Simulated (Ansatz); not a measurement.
Input for Ansatz (a quantum-chemistry and plane-wave program): R-CAM-B3LYP/def2-TZVPP on H2 (SMILES [H][H]).

Ansatz 0.2 input:
```yaml
crystal:
  periodic: [false, false, false]
  atoms:
    - {symbol: H, position_ang: [0.00000000, 0.00000000, 0.37198582]}
    - {symbol: H, position_ang: [-0.00000000, -0.00000000, -0.37198582]}
basis:
  gaussian:
    orbitals: def2-TZVPP
hamiltonian:
  xc: {name: CAM-B3LYP}
scf: {lower_state_search: off}
```

It printed:

```
WARN ansatz: RAYON_NUM_THREADS=4 ignored (pool sized by the plan → 4); use --threads N
Functional definition: CAM-B3LYP
these checks for a lower state are left out or cut short: stability, starts, cluster_reference, orbital_swaps, neighbouring_geometries, increment
integrals: 0.00 GiB planned
118 factors; their error is unknown
integrals: 0.04 GiB planned
42 factors; integrals over basis functions are off by at most 6.3e-5 eV
mean field: 0.05 GiB planned
mean field evaluation 1: about -31.8532 eV, gradient 3.5e0 eV
mean field evaluation 2: about -31.8814 eV, gradient 2.2e-1 eV
mean field evaluation 4: about -31.8809 eV, gradient 2.1e-1 eV
mean field evaluation 8: about -31.8803 eV, gradient 5.5e-5 eV
mean field -31.88027480 eV, -1.1715784898 hartree, gradient 1.8e-6 eV, S^2 0.000000; 0 other end points of the search recorded, 0 dependent functions left out
reference -31.88034469 eV, -1.1715810582 hartree; 1, 1 occupied and 27, 27 virtual orbitals, 118 factors
Total energy: -31.88034469 eV, -1.1715810582 hartree
Checks for a lower state left out: stability, starts, cluster_reference, orbital_swaps, neighbouring_geometries, increment
```

Self-consistency was reached.

Cost: roughly 0.21 core-seconds.
